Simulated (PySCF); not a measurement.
Computed IR spectrum (relative IR intensity) of a molecule C₃H₁₃NSi₂. Coordinates come from a PBE0-D3(BJ)/def2-SVP optimisation. Other conformers were not sampled. Level of theory: PBE0-D3(BJ)/def2-SVP (PySCF 2.14.0). Frequencies are harmonic and unscaled.

Lines under 2 % of the strongest are left out, and lines within 2 cm⁻¹ are merged.

ν (cm⁻¹): 240 (w), 257 (vw), 278 (w), 376 (vw), 655 (w), 679 (m), 824 (s), 874 (m), 903 (vs), 926 (w), 934 (vw), 939 (s), 945 (w), 950 (w), 1010 (w), 1397 (vw), 1476 (vw), 1629 (w), 2207 (m), 2213 (m), 2216 (w), 2222 (m), 2227 (s), 2236 (m), 3040 (w), 3052 (w), 3094 (vw), 3144 (w), 3150 (w) (against the strongest line: vs over 80 %, s over 45 %, m over 15 %, w over 4 %, vw less)

Pick the molecule that these values belong to.
(A) C[SiH2]C(N)[SiH2]C
(B) CCC(N)([SiH3])[SiH3]
(C) CC[C@H]([SiH3])N[SiH3]
(D) NCCC([SiH3])[SiH3]

B, CCC(N)([SiH3])[SiH3]
